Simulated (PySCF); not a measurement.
Compound: F2H4SSi2.
Cartesian coordinates in Å at the PBE0-D3(BJ)/def2-SVP level; atoms count from 1:
```
atom  x, y, z in Å
F1    -1.850    0.374    1.557
Si2   -1.604   -0.146    0.041
S3     0.078   -1.463   -0.032
Si4    1.622    0.012   -0.052
F5     1.843    0.583   -1.554
H6    -2.785   -0.936   -0.382
H7    -1.363    1.056   -0.797
H8     2.869   -0.664    0.377
H9     1.248    1.166    0.806
```

Theory: PySCF, PBE0-D3(BJ)/def2-SVP geometry optimisation, gas phase.

Masses are those of the commonest isotopes; rigid-rotor values at the optimised geometry. The values belong to one conformer with, in the numbering `[F:1][SiH2:2][S:3][SiH2:4][F:5]`, F1–Si2–S3–Si4 -81°, Si2–S3–Si4–F5 -82°.

(1) What are A, B and C (MHz)?

(2) Classify the top.

(3) Is it planar, by Δ = Ic − Ia − Ib?

(4) Give the other two planar moments, Paa and Pbb, and the rms extents of the mass along the axes.

(5) Which lines would a microwave search look for?

(6) Estimate the classical rotational partition function at 50 K, 200 K and 500 K.

## Answers

(1) Ia = 119.39, Ib = 389.03, Ic = 416.75 u·Å²; 505379 MHz·u·Å²/I gives A = 4233, B = 1299, C = 1213 MHz.

(2) A near-prolate asymmetric top. Ray's parameter κ = (2B − A − C)/(A − C) = -0.943; −1 is the prolate and +1 the oblate limit.

(3) Not planar: Δ = Ic − Ia − Ib = -91.66 u·Å². For a rigid frame Δ = −2 Σ m c², so Σ m c² = 45.83 u·Å² lies off the ab plane: 7.62 from hydrogen and 38.21 from heavier atoms. The atom farthest from that plane is 1.50 Å away.

(4) Paa = Σ m a² = (Ib + Ic − Ia)/2 = 343.20 and Pbb = Σ m b² = (Ia + Ic − Ib)/2 = 73.56 u·Å². With the mass M = 129.95 u, the rms extents √(P/M) along a, b and c are 1.63, 0.75, 0.59 Å.

(5) The dipole components are |μa| = 0.00 D, |μb| = 0.17 D, |μc| = 0.00 D; the symmetry axis of this C2 structure is b, so μa and μc vanish by symmetry and there are no a-type or c-type lines. Some of the stronger lines:

```csv
type,branch,"J(Ka,Kc)",MHz,lower level (cm⁻¹)
b,R,"4(1,3) ← 3(2,2)",1542,0.900
b,R,"2(0,2) ← 1(1,1)",2088,0.182
b,Q,"2(1,1) ← 2(0,2)",3109,0.251
b,Q,"4(1,3) ← 4(0,4)",3432,0.837
b,Q,"3(2,1) ← 3(1,2)",8683,0.611
b,Q,"2(2,1) ← 2(1,2)",9061,0.346
b,R,"2(2,1) ← 1(1,0)",13912,0.185
b,R,"2(2,0) ← 1(1,1)",14000,0.182
b,Q,"4(3,1) ← 4(2,2)",14865,1.236
b,Q,"3(3,0) ← 3(2,1)",14878,0.900
b,Q,"4(3,2) ← 4(2,3)",14893,1.235
b,Q,"4(4,0) ← 4(3,1)",20837,1.732
b,Q,"4(4,1) ← 4(3,2)",20837,1.732
b,R,"3(3,0) ← 2(2,1)",22423,0.649
b,R,"4(4,1) ← 3(3,0)",30888,1.397
b,R,"4(4,0) ← 3(3,1)",30888,1.397
```

(6) Point group C2, symmetry number σ = 2; q = (√π/σ)·√((kT/h)³/(ABC)), k/h = 20836.6 MHz/K: 11500 at 50 K, 92300 at 200 K, 365000 at 500 K.

Whether it is a minimum is left open (no frequencies). Zero-point vibration and centrifugal distortion are left out.

Hardware: one thread, Arm Neoverse V1 (aarch64), on a shared host. Cost: 49 s, 0.42 GiB resident at most. This is the geometry optimisation.
